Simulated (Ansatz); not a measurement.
`SC[SiH2][SeH]` → C• + 6 H• + S• + Se• + Si•  (atomization)

Computed with Ansatz on PBE0-D4/def2-TZVP structures; ΔE is electronic, products minus reactants. CBS: MP2 limit from def2 TZ/QZ plus the TZ coupled-cluster correction, frozen cores. This one scheme is used for every species, atoms too. Functionals use def2-TZVPP. HSE06 is defined as in plane-wave codes. No spin–orbit coupling; open shells (•) take unrestricted orbitals. Spin–orbit coupling would lower the free atoms: a little for C, S, Si; clearly for Se. For Se outer-core shells are correlated without core-valence functions, so the limit isn't a true one: a few kJ/mol of doubt a bond, and 10 to 20 or more in all where bonds break to atoms. Scalar relativity is left out up to krypton. One conformer a species, not always the lowest.

```json
{"level": "PBE-D4", "ΔE (kJ/mol)": "3156.1", "difference from CCSD(T)/CBS": "12.7"}
{"level": "B97M-V", "ΔE (kJ/mol)": "3144.8", "difference from CCSD(T)/CBS": "1.4"}
{"level": "r2SCAN0-D4", "ΔE (kJ/mol)": "3106.4", "difference from CCSD(T)/CBS": "-37.0"}
{"level": "BHLYP-D4", "ΔE (kJ/mol)": "3059.1", "difference from CCSD(T)/CBS": "-84.3"}
{"level": "CAM-B3LYP-D4", "ΔE (kJ/mol)": "3122.6", "difference from CCSD(T)/CBS": "-20.8"}
{"level": "PBE-QIDH", "ΔE (kJ/mol)": "3105.1", "difference from CCSD(T)/CBS": "-38.3"}
{"level": "PBE", "ΔE (kJ/mol)": "3129.5", "difference from CCSD(T)/CBS": "-13.9"}
{"level": "revPBE", "ΔE (kJ/mol)": "3023.5", "difference from CCSD(T)/CBS": "-119.9"}
{"level": "BLYP", "ΔE (kJ/mol)": "3041.2", "difference from CCSD(T)/CBS": "-102.2"}
{"level": "r2SCANh", "ΔE (kJ/mol)": "3119.1", "difference from CCSD(T)/CBS": "-24.3"}
{"level": "r2SCAN0", "ΔE (kJ/mol)": "3098.8", "difference from CCSD(T)/CBS": "-44.6"}
{"level": "HSE06", "ΔE (kJ/mol)": "3104.9", "difference from CCSD(T)/CBS": "-38.5"}
{"level": "MP2/def2-TZVPP", "ΔE (kJ/mol)": "3061.8", "difference from CCSD(T)/CBS": "-81.6"}
{"level": "CCSD(T)/def2-TZVPP", "ΔE (kJ/mol)": "3049.8", "difference from CCSD(T)/CBS": "-93.6"}
{"level": "HF/def2-QZVPP", "ΔE (kJ/mol)": "2269.4", "difference from CCSD(T)/CBS": "-874.0"}
{"level": "MP2/def2-QZVPP", "ΔE (kJ/mol)": "3116.5", "difference from CCSD(T)/CBS": "-26.9"}
{"level": "CCSD(T)/CBS", "ΔE (kJ/mol)": "3143.4", "difference from CCSD(T)/CBS": "0"}
```

Largest T1 diagnostic among the species: 0.012.

At CCSD(T), def2-SVP lies −234.2 kJ/mol from the extrapolated value and def2-TZVPP −93.6 kJ/mol: correlation converges slowly with the basis, and small sets miss more of it in the bonded molecule than in its fragments. From PBE to PBE0 (25 % exact exchange), in def2-TZVPP and without D4, ΔE moves by −27.0 kJ/mol: exact exchange takes away binding that semilocal exchange gives to molecules.

For atomizations the MP2-based limit and the directly extrapolated one differ by several kJ/mol either way, and by 10 to 25 for some Ge, Se and Sn compounds, so smaller differences from it don't rank the levels.
